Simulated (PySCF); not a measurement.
**C₆ coefficients of unlike pairs at UHF**

Calculated with PySCF 2.14 from the dipole response of each species, C₆(A,B) = (3/π) ∫ α_A(iu) α_B(iu) du, in atomic units, from isotropic polarisabilities. For ions this is the dispersion term alone; charge-induced terms of lower order in 1/R come first.

| species | configuration | basis | relativity | α (bohr³) | C₆ (like pair) |
| --- | --- | --- | --- | --- | --- |
| N³⁺ | [He] 2s2 (1S) | dyall-av2z (11s7p2d) | none | 2.237 | 2.256 |
| Ag | [Kr] 4d10 5s1 (2S) | x2c-QZVPPall with one added diffuse shell each of s, p, d, f, g type (14s9p8d5f3g) | spin-free X2C | 83.24 | 694.8 |
| Ne³⁺ | [He] 2s2 2p3 (4S) | aug-cc-pCVTZ-DK with one added diffuse shell each of s, p, d, f type (8s7p5d3f) | spin-free X2C | 0.7078 | 0.6076 |
| I²⁺ | [Kr] 4d10 5s2 5p3 (4S) | aug-cc-pwCVTZ-DK3 (10s9p7d4f1g) | spin-free X2C | 14.01 | 98.58 |

Task: Estimate C₆ for Ag with N³⁺.

Result: The integral gives 33.77. The combination rule 2 C_A C_B / (C_A α_B/α_A + C_B α_A/α_B) gives 30.55 and the geometric mean 39.59.

No spin-orbit coupling is included.

The other pairs:

```csv
pair,C₆
"I²⁺, Ne³⁺",7.078
"I²⁺, N³⁺",14.88
"I²⁺, Ag",218.0
"Ne³⁺, Ag",13.52
"Ne³⁺, N³⁺",1.038
```
